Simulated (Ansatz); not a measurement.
Consider the formal exchange of groups at the Si–O bond: `O[SiH](F)O[SiH2]F` + SiH₄ → `F[SiH2][SiH3]` + `O[SiH](O)F`.

Calculated with Ansatz (gas phase, PBE0-D4/def2-TZVP geometries, no zero-point term in ΔE). CCSD(T)/CBS is the MP2 limit (def2-TZVPP, def2-QZVPP) plus CCSD(T) − MP2 in def2-TZVPP, frozen cores. This one scheme is used for every species. DFT in def2-TZVPP. Each species was taken in one conformer, which may not be the lowest.

Is it downhill or uphill in electronic energy at CCSD(T)/CBS, and by how much? (An estimate is asked.)

Ansatz gave: Uphill: ΔE = +33.0 kcal/mol.

What do these levels give: r2SCANh-D4, CAM-B3LYP-D4, MP2/def2-SVP, HF/def2-TZVPP, SCS-MP2/def2-QZVPP, MP2/CBS(def2)? (Estimate.)

The calculation gave: r2SCANh-D4 31.7, CAM-B3LYP-D4 34.4, MP2/def2-SVP 34.7, HF/def2-TZVPP 38.8, SCS-MP2/def2-QZVPP 35.7, MP2/CBS(def2) 34.6 kcal/mol.

Largest T1 diagnostic among the species: 0.012.

Leaving LDA and LC-ωPBE aside and taking each functional with its dispersion term where it has one, the values, not all of them listed here, spread over 9.3 kcal/mol, from PBE-D4 to BHLYP-D4. LDA lies +1.2 kcal/mol from PBE without D4. From PBE to PBE0 (25 % exact exchange), in def2-TZVPP and without D4, ΔE moves by +2.3 kcal/mol. In def2-TZVPP, CCSD(T) changes the Hartree–Fock value by −5.4 kcal/mol (the triples alone add −0.7 kcal/mol) and MP2 by −3.8 kcal/mol.
